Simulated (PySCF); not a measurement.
Can point charges reproduce the dipole moment of `FC(F)(F)C(=P)C(F)(F)F`?

Coordinates (GFN2-xTB, Å) and charges (e) from the PBE0/pcSseg-1 density (PySCF):

```
atom       x       y       z  Mulliken      IAO  Hirshfeld  ESP-fitted
  F1   1.772   0.143   1.363   -0.2556  -0.2712    -0.0960     -0.1887
  C2   1.416  -0.129   0.098   +0.9079  +0.8077    +0.2429     +0.6189
  F3   2.309   0.500  -0.686   -0.2654  -0.2773    -0.0859     -0.2018
  F4   1.597  -1.441  -0.078   -0.2502  -0.2670    -0.0866     -0.1812
  C5   0.032   0.335  -0.229   -0.7547  -0.3573    -0.1226     -0.2836
  P6  -0.134   1.715  -1.173   +0.4084  +0.3716    +0.1699     +0.0554
  C7  -1.073  -0.504   0.328   +0.9267  +0.8023    +0.2472     +0.6530
  F8  -1.234  -1.654  -0.345   -0.2557  -0.2707    -0.0955     -0.2004
  F9  -0.887  -0.828   1.610   -0.2495  -0.2660    -0.0851     -0.1895
 F10  -2.256   0.131   0.258   -0.2711  -0.2814    -0.0830     -0.2248
 H11  -1.536   1.734  -1.171   +0.0593  +0.0094    -0.0054     +0.1427
```

Task: Compute μ = Σ q r for each scheme (1 e·Å = 4.803 D) and compare with the dipole of the full density.

Result: The full density gives (-1.12, 2.01, -1.37) D, 2.68 D in size; dipole vectors point from the negative to the positive end.

```json
{"scheme": "Mulliken", "μx": "-0.94", "μy": "3.61", "μz": "-2.46", "size (D)": "4.47", "share of the full size (%)": "167", "angle to the full dipole (°)": "13"}
{"scheme": "IAO", "μx": "-0.65", "μy": "4.15", "μz": "-2.83", "size (D)": "5.06", "share of the full size (%)": "189", "angle to the full dipole (°)": "17"}
{"scheme": "Hirshfeld", "μx": "-0.32", "μy": "1.78", "μz": "-1.20", "size (D)": "2.17", "share of the full size (%)": "81", "angle to the full dipole (°)": "16"}
{"scheme": "ESP-fitted", "μx": "-1.09", "μy": "2.07", "μz": "-1.40", "size (D)": "2.72", "share of the full size (%)": "102", "angle to the full dipole (°)": "1"}
```

Task: Which set comes closest?

Result: Length of the difference vector: ESP-fitted 0.07 D, Hirshfeld 0.85 D, Mulliken 1.95 D, IAO 2.63 D. Closest: ESP-fitted. ESP charges are fitted to the potential around the molecule, whose slowest-falling term is the dipole's. 

Task: What is left for the Hirshfeld atoms' own dipoles?

Result: The shares of the density sum to the whole, so what Σ q r misses lies in dipoles about the nuclei. The atomic dipoles sum to (-1.12, 2.01, -1.37) − (-0.32, 1.78, -1.20) = (-0.80, 0.23, -0.17) D, 0.85 D in size.

Task: With the origin at the mean of the coordinates, (0.000, 0.000, -0.002) Å, which are the largest single terms, by size, of the Mulliken dipole along the direction of the full one?

Result: P6 +3.81, C2 -3.23, F4 +2.06, F1 +1.63, F9 +1.29 D; all 11 atoms together +4.36 D. The single terms depend on the origin, their sum doesn't.

Task: Give the size of the full dipole in other units.

Result: 2.68 D = 1.052 au = 0.557 e·Å = 8.92 × 10⁻³⁰ C·m.

Geometry: GFN2-xTB; no solvent, vibrations or thermal averaging.

The run behind these numbers computed NMR shieldings as well. The run took 49 s (grids of density and orbitals included) on one thread of an Arm Neoverse N1, no GPU, shared host with 64 logical CPUs at a one-minute load of 44, and the process peaked at 0.81 GiB of memory.

The values belong to the conformer `[F:1][C:2]([F:3])([F:4])[C:5](=[PH:6])[C:7]([F:8])([F:9])[F:10]`: F1–C2–C5–P6 105°, C2–C5–C7–F8 -76°.
